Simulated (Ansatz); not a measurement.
Calculated with Ansatz (gas phase, PBE0-D4/def2-TZVP geometries, no zero-point term in ΔE). CCSD(T)/CBS is the MP2 limit (def2-TZVPP, def2-QZVPP) plus CCSD(T) − MP2 in def2-TZVPP, frozen cores. Functionals use def2-TZVPP. B3LYP here is the variant with VWN-RPA as its local correlation; programs differ in this. HSE06 is defined as in plane-wave codes. For Br outer-core shells are correlated without core-valence functions, which leaves a few kJ/mol of doubt a bond. Scalar relativity is left out up to krypton. One conformer a species, not always the lowest.

Consider the formal exchange of groups at the Si–Si bond: `O[Si]([SiH3])([SiH3])Cl` + `FC(F)Br` → `O[Si]([SiH3])(Cl)Br` + `FC(F)[SiH3]`.

`O[Si]([SiH3])([SiH3])Cl`:

Z-matrix (Å, degrees):
```
Si
Si 1 2.347
Si 1 2.339 2 115.6
O 1 1.646 2 112.2 3 122.4
Cl 1 2.079 2 104.9 3 -118.4
H 2 1.486 1 109.8 3 62.2
H 2 1.488 1 110.5 3 -58.3
H 2 1.489 1 109.3 3 -178.0
H 3 1.486 1 110.1 2 -175.5
H 3 1.487 1 108.3 2 -55.7
H 3 1.487 1 110.2 2 63.4
H 4 0.960 1 118.0 2 54.5
```

`FC(F)Br`:

```xyz
5

F    -1.213    0.599    0.181
C    -0.075   -0.089    0.090
F    -0.271   -1.125   -0.724
Br    1.322    1.049   -0.623
H     0.238   -0.435    1.075
```

`O[Si]([SiH3])(Cl)Br`:

Cartesian coordinates in Å:
```
O -0.431 1.849 -0.428
Si 0.191 0.639 0.466
Si -0.240 -1.393 -0.587
Cl -0.622 0.664 2.354
Br 2.383 0.930 0.720
H -0.311 2.755 -0.133
H 0.332 -2.471 0.257
H -1.707 -1.577 -0.724
H 0.405 -1.395 -1.924
```

`FC(F)[SiH3]`:

Cartesian coordinates in Å:
```
F 0.482 1.470 1.116
C 0.080 0.176 0.940
F -1.149 0.048 1.521
Si -0.030 -0.232 -0.933
H 0.774 -0.458 1.505
H 1.322 -0.068 -1.520
H -0.998 0.701 -1.557
H -0.481 -1.638 -1.072
```

| level | ΔE (kJ/mol) |
| --- | --- |
| B3LYP-D4 | -125.0 |
| r2SCAN | -121.2 |
| HSE06 | -117.5 |
| CCSD/def2-SVP | -128.9 |

Problem. What does CCSD(T)/CBS give? (Estimate.)

Solution. The calculation gave: -132.4 kJ/mol. The listed levels differ from it by 7.4, 11.2, 14.9, 3.5 kJ/mol.

Largest T1 diagnostic among the species: 0.013.

From r2SCAN to r2SCAN0 (25 % exact exchange), in def2-TZVPP and without D4, ΔE moves by −5.6 kJ/mol. Leaving LDA and LC-ωPBE aside and taking each functional with its dispersion term where it has one, the values, not all of them listed here, spread over 27.1 kJ/mol, from BHLYP-D4 to revPBE-D4.
